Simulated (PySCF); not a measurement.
Isomers of C2H8N2Si2, mass 116.023 u with the commonest isotopes. Computed with PBE0/def2-SVPD in PySCF (dipole) on a GFN2-xTB geometry, gas phase. One conformer each, none proved a minimum here; rigid rotors.

Problem. Order these by dipole moment, smallest first.
A. `[CH2:1]=[N:2][Si@H:3]1[CH2:4][SiH2:5][NH:6]1` with C1–N2–Si3–C4 132°
B. `[N:1]#[C:2][CH2:3][SiH2:4][NH:5][SiH3:6]` with C2–C3–Si4–N5 -171°, C3–Si4–N5–Si6 -45°
C. `[N:1]#[C:2][C@H:3]([SiH3:4])[SiH2:5][NH2:6]` with C2–C3–Si5–N6 54°, C3–Si5–N6–H 176° and -45°

Solution. A (1.61 D), C (3.45 D), B (4.78 D).

Problem. Order these by rotational constant B, largest first.
A. `[N:1]#[C:2][CH2:3][SiH2:4][NH:5][SiH3:6]` with C2–C3–Si4–N5 -171°, C3–Si4–N5–Si6 -45°
B. `[N:1]#[C:2][C@H:3]([SiH3:4])[SiH2:5][NH2:6]` with C2–C3–Si5–N6 54°, C3–Si5–N6–H 176° and -45°
C. `[CH2:1]=[N:2][Si@H:3]1[CH2:4][SiH2:5][NH:6]1` with C1–N2–Si3–C4 132°

Solution. B (1893 MHz), C (1389 MHz), A (954.1 MHz).

Problem. Order these by rotational constant A, smallest first.
A. `[N:1]#[C:2][CH2:3][SiH2:4][NH:5][SiH3:6]` with C2–C3–Si4–N5 -171°, C3–Si4–N5–Si6 -45°
B. `[CH2:1]=[N:2][Si@H:3]1[CH2:4][SiH2:5][NH:6]1` with C1–N2–Si3–C4 132°
C. `[N:1]#[C:2][C@H:3]([SiH3:4])[SiH2:5][NH2:6]` with C2–C3–Si5–N6 54°, C3–Si5–N6–H 176° and -45°

Solution. C (2472 MHz), B (6067 MHz), A (6351 MHz).

```tsv
SMILES	point group	Ia (u·Å²)	Ib (u·Å²)	Ic (u·Å²)	κ	μa (D)	μb (D)	μc (D)
C=N[Si@H]1C[SiH2]N1	C1	83.30	363.95	384.90	-0.97	1.47	0.21	0.62
N#C[C@H]([SiH3])[SiH2]N	C1	204.43	266.94	375.93	-0.03	1.26	3.12	0.75
N#CC[SiH2]N[SiH3]	C1	79.57	529.70	589.00	-0.97	4.77	0.11	0.41
```
